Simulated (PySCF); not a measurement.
I2Sn, charge -1, doublet, geometry from GFN2-xTB (such geometries of metal compounds can be far from the true shape) (a state made from the parent by changing its charge; the spin is typed, not shown lowest) (core potentials on I, Sn). Base run: PBE0/def2-SVP (PySCF).

Here is a job for PySCF.
```python
from pyscf import gto, scf, dft

mol = gto.M(
    atom='''
Sn   -0.00062870   -0.00460457    1.21175688
I     1.13463361   -1.92671362   -0.57832450
I    -1.13404050    1.93105755   -0.56484237
''',
    basis='def2-svp',
    ecp={'I': 'def2-svp', 'Sn': 'def2-svp'},
    charge=-1,
    spin=1,
    verbose=4,
)

mf = dft.UKS(mol)
mf.xc = 'pbe0'
mf.kernel()
```

Each row names what was changed in the base input (with any setting that the change needs).

| change | ΔE vs base (mEh) | fitting functions | outcome |
|---|---|---|---|
| base | 0.000 | - | converged |
| auxbasis = def2-universal-jfit | 2546.0 | 174 | converged |
| auxbasis = def2-tzvp-ri | - | - | input refused |
| auxbasis = cc-pvqz-jkfit | - | - | input refused |
| auxbasis = cc-pvtz-jkfit | - | - | input refused |
| auxbasis = even-tempered beta=2.0 | -0.283 | 679 | converged |
| auxbasis = def2-svp-ri | - | - | input refused |
| auxbasis = even-tempered beta=3.0 | -189.9 | 439 | converged |
| only_dfj = on; auxbasis = def2-universal-jfit | -0.145 | 174 | converged |
| auxbasis = default (with mf = mf.density_fit()) | 0.001 | 654 | converged |

A fitting set is made for a task (jfit for Coulomb, jkfit for Coulomb and exchange, ri for correlation) and for a family of orbital bases.

Open shells are given as the SCF converged; they aren't shown to be the lowest states, and a large step between rows can be another state.

- auxbasis = def2-tzvp-ri: ended with `pyscf.lib.exceptions.BasisNotFoundError: Basis set not found for I in def2-tzvp-ri`
- auxbasis = cc-pvqz-jkfit: ended with `pyscf.lib.exceptions.BasisNotFoundError: Basis set not found for I in cc-pvqz-jkfit`
- auxbasis = cc-pvtz-jkfit: ended with `pyscf.lib.exceptions.BasisNotFoundError: Basis set not found for I in cc-pvtz-jkfit`
